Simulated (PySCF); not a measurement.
CH4OSn, SMILES [SnH][O]C (connectivity only; charge and spin as stated), neutral, multiplicity 1.

Geometry: B3LYP-D3(BJ)/def2-SVP. The def2 effective core potentials stand for the cores of Sn; spin–orbit coupling is left out.

Computed with B3LYP-D3(BJ)/def2-SVP (PySCF).

Frequencies are harmonic and unscaled.

| mode | ν (cm⁻¹) | IR (km/mol) | Raman (Å⁴/amu) | depolarisation | moving atoms (share of kinetic energy) |
|---|---|---|---|---|---|
| 1 | 125 | 3.3 | 0.1 | 0.75 | H 80 %, O 17 % |
| 2 | 238 | 5.2 | 3.1 | 0.35 | C 35 %, O 31 %, H 27 % |
| 3 | 277 | 19.6 | 19.5 | 0.75 | H 82 %, O 12 % |
| 4 | 516 | 70.2 | 29.0 | 0.42 | O 60 %, Sn 15 %, C 14 %, H 10 % |
| 5 | 627 | 43.2 | 35.9 | 0.74 | H 91 % |
| 6 | 1120 | 195.9 | 21.3 | 0.49 | O 50 %, C 44 % |
| 7 | 1166 | 3.1 | 2.5 | 0.75 | H 77 %, C 19 % |
| 8 | 1181 | 1.0 | 4.2 | 0.17 | H 72 %, C 20 %, O 8 % |
| 9 | 1462 | 48.6 | 9.0 | 0.71 | H 88 %, C 11 % |
| 10 | 1465 | 0.6 | 22.5 | 0.75 | H 96 % |
| 11 | 1469 | 5.5 | 50.5 | 0.58 | H 96 % |
| 12 | 1616 | 477.7 | 194.2 | 0.41 | H 99 % |
| 13 | 2961 | 107.0 | 200.4 | 0.04 | H 98 % |
| 14 | 3034 | 41.1 | 133.1 | 0.40 | H 90 %, C 10 % |
| 15 | 3038 | 49.0 | 162.1 | 0.75 | H 90 %, C 10 % |
